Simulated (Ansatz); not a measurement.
Consider the isomerisation: `FC(F)C(F)C(F)(F)F` → `FCC(F)(F)C(F)(F)F`.

Gas-phase electronic energies from Ansatz, PBE0-D4/def2-TZVP geometries. CCSD(T)/CBS adds triple-zeta CCSD(T) − MP2 to the extrapolated MP2 energy (def2 sets, frozen cores). DFT in def2-TZVPP. One conformer a species, not always the lowest.

`FC(F)C(F)C(F)(F)F`:

```xyz
11

F    -1.742   -1.621    0.372
C    -1.197   -0.386    0.305
F    -1.922    0.343   -0.562
C     0.242   -0.523   -0.174
F     0.269   -0.978   -1.454
C     1.025    0.785   -0.098
F     2.296    0.580   -0.437
F     1.000    1.239    1.163
F     0.532    1.726   -0.890
H    -1.252    0.077    1.296
H     0.749   -1.241    0.479
```

`FCC(F)(F)C(F)(F)F`:

Z-matrix (Å, degrees):
```
C
C 1 1.517
F 1 1.365 2 108.9
H 1 1.092 2 109.4 3 119.6
H 1 1.093 2 109.4 3 -119.6
F 2 1.346 1 110.5 3 -60.0
F 2 1.346 1 110.5 3 59.5
C 2 1.544 1 112.4 3 179.7
F 8 1.322 2 110.9 1 179.5
F 8 1.333 2 110.1 1 59.2
F 8 1.332 2 110.1 1 -60.1
```

Q: Is it downhill or uphill in electronic energy at CCSD(T)/CBS, and by how much? (Estimate.)

A: Computed: Nearly level: ΔE = +1.8 kJ/mol.

Q: What do these levels give: PBE-D4, ωB97M-V, r2SCAN0, CCSD(T)/def2-SVP, MP2/def2-TZVPP, CCSD/CBS(def2)? (Best estimate.)

A: Computed: PBE-D4 3.0, ωB97M-V 1.6, r2SCAN0 1.3, CCSD(T)/def2-SVP 0.6, MP2/def2-TZVPP 2.9, CCSD/CBS(def2) 2.1 kJ/mol.

Q: What do rigid-rotor, harmonic-oscillator terms from PBE0-D4/def2-TZVP frequencies (298.15 K, 1 bar) make of the CCSD(T)/CBS value? (Best estimate.)

A: Ansatz gave: ΔZPE = -1.7 kJ/mol, ΔH = +0.4 kJ/mol, ΔS = -2 J/(mol·K), ΔG = +0.9 kJ/mol. Modes under 50 cm⁻¹ make the entropy rough.

Largest T1 diagnostic among the species: 0.012.

Leaving LDA and LC-ωPBE aside and taking each functional with its dispersion term where it has one, the values, not all of them listed here, spread over 2.8 kJ/mol, from B97M-V to BLYP-D4.
